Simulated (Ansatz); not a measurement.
Ansatz (a program for electronic structure) input (CCSD(T)/def2-SVPD):

Ansatz 0.2 input:
```yaml
crystal:
  periodic: [false, false, false]
  atoms:
    - {symbol: Sn, position_ang: [0.00603767, 0.00164288, 0.62288057]}
    - {symbol: Cl, position_ang: [-1.92090266, -1.03655210, -0.58937530]}
    - {symbol: Cl, position_ang: [0.05528342, 2.17437935, -0.61699977]}
    - {symbol: Cl, position_ang: [1.84786138, -1.14265926, -0.62562662]}
basis:
  gaussian:
    orbitals: def2-SVPD
total_charge: -1
magnetization: {spin_polarized: false}
correlation: {method: ccsd_t, electrons: outside_noble_gas}
output: {forces: true}
```

Output:

```
Functional definition: HF
integrals: 0.19 GiB planned
1161 factors; integrals over basis functions are off by at most 1.4e-4 eV
mean field: 0.66 GiB planned
mean field evaluation 1: about -43310.8504 eV, gradient 1.7e1 eV
mean field evaluation 2: about -43310.9653 eV, gradient 1.7e1 eV
mean field evaluation 4: about -43312.0193 eV, gradient 1.1e0 eV
mean field evaluation 8: about -43312.0359 eV, gradient 2.3e-4 eV
mean field evaluation 16: about -43311.8816 eV, gradient 1.1e0 eV
mean field -43312.03587113 eV, -1591.6879603116 hartree, gradient 1.7e-6 eV, S^2 0.000000; 0 other end points of the search recorded, 0 dependent functions left out
24 core orbitals not correlated
reference -43312.03587113 eV, -1591.6879603116 hartree; 13, 13 occupied and 76, 76 virtual orbitals, 1161 factors
densities: 0.68 GiB planned
second order -14.09606750 eV of doubles, -0.00000000 eV of singles
coupled cluster: 0.44 GiB planned
cycle   1  -14.82645522 eV  change   -7.3e-1 eV  update   8.6e-2
cycle   2  -15.10237844 eV  change   -2.8e-1 eV  update   2.6e-2
cycle   3  -15.16173962 eV  change   -5.9e-2 eV  update   1.3e-2
cycle   4  -15.15777069 eV  change    4.0e-3 eV  update   3.1e-3
cycle   5  -15.15579964 eV  change    2.0e-3 eV  update   1.1e-3
cycle   6  -15.15569309 eV  change    1.1e-4 eV  update   4.2e-4
cycle   7  -15.15575776 eV  change   -6.5e-5 eV  update   1.6e-4
cycle   8  -15.15578810 eV  change   -3.0e-5 eV  update   6.0e-5
cycle   9  -15.15578611 eV  change    2.0e-6 eV  update   2.0e-5
cycle  10  -15.15577858 eV  change    7.5e-6 eV  update   6.9e-6
perturbative correction -0.46072909 eV, -0.0169314818 hartree
the calculation of the forces begins
Total energy: -43327.65237879 eV, -1592.2618563830 hartree
Atom 0 at     0.006038     0.001643     0.622881 Å, force     0.005607     0.001526     0.578496 eV/Å
Atom 1 at    -1.920903    -1.036552    -0.589375 Å, force    -0.210605    -0.113319    -0.190511 eV/Å
Atom 2 at     0.055283     2.174379    -0.617000 Å, force     0.004802     0.236677    -0.193522 eV/Å
Atom 3 at     1.847861    -1.142659    -0.625627 Å, force     0.200196    -0.124885    -0.194463 eV/Å
Dipole moment:     0.007228     0.001967     0.745655 e Å
```

It need not be the lowest isomer of its formula.
